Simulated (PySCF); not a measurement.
These are B3LYP-D3(BJ)/def2-TZVP (PySCF) values and carry that method's errors. Isolated molecules, 0 K electronic values unless said otherwise. One relaxed conformer stands for a flexible species; it need not be the lowest. B3LYP has the VWN-RPA correlation part, as in Gaussian. Excitations are Tamm–Dancoff values on a coarser integration grid. The basis has no diffuse functions, so Rydberg states are missing or too high.

Reference species (SMILES): `[Ga]([SH])([SH])[OH]` (neutral, multiplicity 1).

The T1 excitation (TDA) is 4.75 eV and the HOMO comes out as -7.41 eV.

Changed species: `[SH][Ga]([SH])[SH]` (3 of 3 OH replaced by SH; the reference has 2 of 3 OH replaced by SH).

What does the change do to the T1 excitation (TDA) and HOMO?

the T1 excitation (TDA) decreases by 0.07 eV, to 4.68 eV; the HOMO increases by 0.02 eV, to -7.39 eV.
